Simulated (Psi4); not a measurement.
C3H9B, charge +1, doublet, at a GFN2-xTB geometry (a state made from the parent by changing its charge; the spin is typed, not shown lowest); MP2/STO-3G (Psi4).

Input for Psi4:
```
memory 2 GB

molecule mol {
1 2
B    -0.056476    0.055172   -0.053643
C     1.514119   -0.137915   -0.226172
H     2.027557   -0.855002    0.405588
H     1.941044    0.848532   -0.034247
H     1.655295   -0.431612   -1.268203
C    -0.492035   -0.769523    1.236312
H    -1.342356   -1.375379    0.917082
H    -0.798085   -0.013843    1.962574
H     0.233452   -1.419850    1.713489
C    -0.976054    0.864609   -0.965494
H    -1.853923    1.283592   -0.467070
H    -1.363510    0.232707   -1.769887
H    -0.493276    1.711972   -1.458981
}

set {
  basis sto-3g
  reference uhf
}

energy('mp2')
print_variables()
```

Problem. What does Psi4 print? Leave out banner, timings and long lists.

Solution. 
```
    SCF Algorithm Type (re)set to DF.

   => Loading Basis Set <=

    Name: STO-3G
    Role: ORBITAL
    Keyword: BASIS

         ---------------------------------------------------------
                                   SCF
               by Justin Turney, Rob Parrish, Andy Simmonett
                          and Daniel G. A. Smith
                              UHF Reference
         ---------------------------------------------------------

  ==> Geometry <==

    Molecular point group: c1
    Full point group: C1

    Geometry (in Angstrom), charge = 1, multiplicity = 2:

       Center              X                  Y                   Z               Mass
    ------------   -----------------  -----------------  -----------------  -----------------
         B           -0.055349834998     0.053844842498    -0.052671660317    11.009305360000
         C            1.515245165002    -0.139242157502    -0.225200660317    12.000000000000
         H            2.028683165002    -0.856329157502     0.406559339683     1.007825032230
         H            1.942170165002     0.847204842498    -0.033275660317     1.007825032230
         H            1.656421165002    -0.432939157502    -1.267231660317     1.007825032230
         C           -0.490908834998    -0.770850157502     1.237283339683    12.000000000000
         H           -1.341229834998    -1.376706157502     0.918053339683     1.007825032230
         H           -0.796958834998    -0.015170157502     1.963545339683     1.007825032230
         H            0.234578165002    -1.421177157502     1.714460339683     1.007825032230
         C           -0.974927834998     0.863281842498    -0.964522660317    12.000000000000
         H           -1.852796834998     1.282264842498    -0.466098660317     1.007825032230
         H           -1.362383834998     0.231379842498    -1.768915660317     1.007825032230
         H           -0.492149834998     1.710644842498    -1.458009660317     1.007825032230

  Running in c1 symmetry.

  Rotational constants: A =      0.27241  B =      0.22370  C =      0.13206 [cm^-1]
  Rotational constants: A =   8166.68982  B =   6706.27002  C =   3958.98416 [MHz]
  Nuclear repulsion =  113.205694773437628

  Charge       = 1
  Multiplicity = 2
  Electrons    = 31
  Nalpha       = 16
  Nbeta        = 15

  ==> Algorithm <==

  SCF Algorithm Type is DF.
  DIIS enabled.
  MOM disabled.
  Fractional occupation disabled.
  Guess Type is SAD.
  Energy threshold   = 1.00e-08
  Density threshold  = 1.00e-08
  Integral threshold = 1.00e-12

  ==> Primary Basis <==

  Basis Set: STO-3G
    Blend: STO-3G
    Number of shells: 21
    Number of basis functions: 29
    Number of Cartesian functions: 29
    Spherical Harmonics?: true
    Max angular momentum: 1

   => Loading Basis Set <=

    Name: (STO-3G AUX)
    Role: JKFIT
    Keyword: DF_BASIS_SCF

  ==> Integral Setup <==

  SCF_SUBTYPE=INCORE selected. In-core MEM_DF algorithm will be used.
  Using in-core AOs.

  ==> MemDFJK: Density-Fitted J/K Matrices <==

    J tasked:                   Yes
    K tasked:                   Yes
    wK tasked:                   No
    Algorithm:                 Core
    Schwarz Cutoff:           1E-12
    Mask sparsity (%):       0.7134
    Fitting Condition:        1E-10

   => Auxiliary Basis Set <=

  Basis Set: (STO-3G AUX)
    Blend: DEF2-UNIVERSAL-JKFIT
    Number of shells: 154
    Number of basis functions: 462
    Number of Cartesian functions: 536
    Spherical Harmonics?: true
    Max angular momentum: 4

  Minimum eigenvalue in the overlap matrix is 2.0676672434E-01.
  Reciprocal condition number of the overlap matrix is 8.2276136174E-02.
    Using symmetric orthogonalization.

  ==> Pre-Iterations <==

  SCF Guess: Superposition of Atomic Densities via on-the-fly atomic UHF (no occupation information).

   -------------------------
    Irrep   Nso     Nmo
   -------------------------
     A         29      29
   -------------------------
[...]
[...]
      16A     -0.665959

    Alpha Virtual:

[...]
      29A      0.634182

    Beta Occupied:

[...]
    Beta Virtual:

[...]
    Final Occupation by Irrep:
              A
    DOCC [    15 ]
    SOCC [     1 ]
    NA   [    16 ]
    NB   [    15 ]

  @DF-UHF Final Energy:  -141.53548207703352

   => Energetics <=

    Nuclear Repulsion Energy =            113.2056947734376280
    One-Electron Energy =                -406.4373685845722548
    Two-Electron Energy =                 151.6961917341010917
    Total Energy =                       -141.5354820770335209

  UHF NO Occupations:
  HONO-2 :   14  A 1.9994894
  HONO-1 :   15  A 1.9953354
  HONO-0 :   16  A 1.0000000
  LUNO+0 :   17  A 0.0046646
  LUNO+1 :   18  A 0.0005106
  LUNO+2 :   19  A 0.0002797
  LUNO+3 :   20  A 0.0001437

Computation Completed

Properties will be evaluated at   0.000000,   0.000000,   0.000000 [a0]

Properties computed using the SCF density matrix

 Multipole Moments:

 ------------------------------------------------------------------------------------
     Multipole            Electronic (a.u.)      Nuclear  (a.u.)        Total (a.u.)
 ------------------------------------------------------------------------------------

 L = 1.  Multiply by 2.5417464519 to convert [e a0] to [Debye]
 Dipole X            :          0.2171457            0.0680968            0.2852426
 Dipole Y            :         -0.1729230           -0.0802492           -0.2531722
 Dipole Z            :          0.2231900            0.0587494            0.2819395
 Magnitude           :                                                    0.4742882

 ------------------------------------------------------------------------------------

  //>>>>>>>>>>>>>>>>>>>>>>>>>>>>>>>>>>>//
  //               DFMP2               //
  //<<<<<<<<<<<<<<<<<<<<<<<<<<<<<<<<<<<//

   => Loading Basis Set <=

    Name: (STO-3G AUX)
    Role: RIFIT
    Keyword: DF_BASIS_MP2

	 --------------------------------------------------------
	                          DF-MP2
	      2nd-Order Density-Fitted Moller-Plesset Theory

	        Rob Parrish, Justin Turney, Andy Simmonett,
	           Ed Hohenstein, and C. David Sherrill
	 --------------------------------------------------------

	 --------------------------------------------------------
	                 NBF =    29, NAUX =   318
	 --------------------------------------------------------
	   CLASS    FOCC     OCC    AOCC    AVIR     VIR    FVIR
	   ALPHA       0      16      16      13      13       0
	    BETA       0      15      15      14      14       0
	 --------------------------------------------------------

	-----------------------------------------------------------
	 ==================> DF-MP2 Energies <====================
	-----------------------------------------------------------
	 Reference Energy          =    -141.5354820770335209 [Eh]
	 Singles Energy            =      -0.0000000000000000 [Eh]
	 Same-Spin Energy          =      -0.0243118359069265 [Eh]
	 Opposite-Spin Energy      =      -0.1664983285449161 [Eh]
	 Correlation Energy        =      -0.1908101644518427 [Eh]
	 Total Energy              =    -141.7262922414853676 [Eh]
	-----------------------------------------------------------
	 ================> DF-SCS-MP2 Energies <==================
	-----------------------------------------------------------
	 SCS Same-Spin Scale       =       0.3333333333333333 [-]
	 SCS Opposite-Spin Scale   =       1.2000000000000000 [-]
	 SCS Same-Spin Energy      =      -0.0081039453023088 [Eh]
	 SCS Opposite-Spin Energy  =      -0.1997979942538993 [Eh]
	 SCS Correlation Energy    =      -0.2079019395562082 [Eh]
	 SCS Total Energy          =    -141.7433840165897152 [Eh]
	-----------------------------------------------------------

  Variable Map:
  ----------------------------------------------------------------------------
[...]
  Array Variable Map:
  ----------------------------------------------------------------------------
[...]
[...]
```
